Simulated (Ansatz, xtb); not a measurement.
# Ranking isomers of CH5OSSi+

9 gas-phase structures of CH5OSSi+, found in a search over its isomers (lower ones may exist). Each was relaxed with GFN2-xTB; where two conformers were screened, the lower at r2SCAN-D4/def2-SVP is listed:

A. `CSO[SiH2+]`, a singlet
B. `[SiH2+]OCS`, a singlet
C. `C1O[SiH2][SH+]1`, a singlet
D. a singlet given by its coordinates
E. `C[OH+][SiH]=S`, a singlet
F. `C=[S+][SiH2]O`, a singlet
G. a singlet given by its coordinates
H. `C[SiH+]OS`, a singlet
I. `C[SH+][SiH]=O`, a singlet

G (Å):

```xyz
9

C     0.1193    0.7657    0.7588
O    -0.6016   -0.1430   -2.0525
S    -2.4777   -1.4631   -0.0767
Si   -0.8751   -0.1944   -0.4974
H     1.1901    0.5860    0.6421
H    -0.0437    1.8408    0.6581
H    -0.1527    0.4907    1.7779
H     0.0152    0.3113   -2.6301
H    -2.7301   -1.7903   -1.3484
```

Close contacts (Å): C1–Si4 1.87, O2–Si4 1.58, S3–Si4 2.09, C1–H5 1.09, C1–H6 1.09, C1–H7 1.09, O2–H8 0.96, S3–H9 1.34.

D (Å):

```xyz
9

C    -0.3079    1.3780    0.9151
O    -0.9897   -2.2359   -1.8272
S    -0.3647   -0.4347    0.6454
Si   -0.8743   -0.7486   -1.3431
H     0.4139    1.8402    0.2509
H     0.0150    1.5035    1.9452
H    -1.2957    1.8081    0.7905
H    -1.1654    0.0853   -2.4759
H    -0.9066   -3.1266   -1.4808
```

Close contacts (Å): C1–S3 1.83, O2–Si4 1.57, S3–Si4 2.08, C1–H5 1.08, C1–H6 1.09, C1–H7 1.08, O2–H9 0.96, Si4–H8 1.44.

Q: Which do you expect lowest at r2SCAN-D4/def2-SVP, and how would the others follow?

A: Calculated order at r2SCAN-D4/def2-SVP: G (0.000), D (0.890), F (1.662), E (1.910), C (2.109), H (2.636), I (2.687), B (2.736), A (3.245) eV.

Energies above the lowest of each column, in eV; the last columns are at PBE-D3(BJ)/def2-SVP geometries and were run for some of them only (a dash: not run or not comparable):

| structure | GFN2-xTB | HF/STO-3G | r2SCAN-D4/def2-SVP | PBE-D3(BJ)/def2-SVP | CCSD(T)/def2-SVP + ΔMP2/def2-TZVPP |
| --- | --- | --- | --- | --- | --- |
| G | 0.031 | 0.000 | 0.000 | 0.000 | 0.000 |
| D | 0.000 | 0.711 | 0.890 | 0.796 | 0.765 |
| F | 0.941 | 1.785 | 1.662 | – | – |
| E | 1.010 | 1.591 | 1.910 | – | – |
| C | 0.723 | 1.093 | 2.109 | – | – |
| H | 1.023 | 1.673 | 2.636 | – | – |
| I | 0.403 | 2.954 | 2.687 | – | – |
| B | 0.746 | 1.973 | 2.736 | – | – |
| A | 0.806 | 2.111 | 3.245 | – | – |

CCSD(T)/def2-SVP + ΔMP2/def2-TZVPP puts G lowest of those it was run on; GFN2-xTB picks D. Some further structures that were screened fall inside this span and aren't listed. Flexible structures stand in one conformer each, not always the lowest. Frequencies (PBE-D3(BJ)/def2-SVP) were run for D, G alone. ΔMP2 is the change of the MP2 energy from the smaller to the larger basis.

Over these structures GFN2-xTB departs from r2SCAN-D4/def2-SVP by 0.653 eV on average once a common shift is removed. A GFN2-xTB relaxation took about 0.23 s and the r2SCAN-D4/def2-SVP energy about 4.5 s on a shared host (Ansatz 0.2.0, xtb 6.7.1).
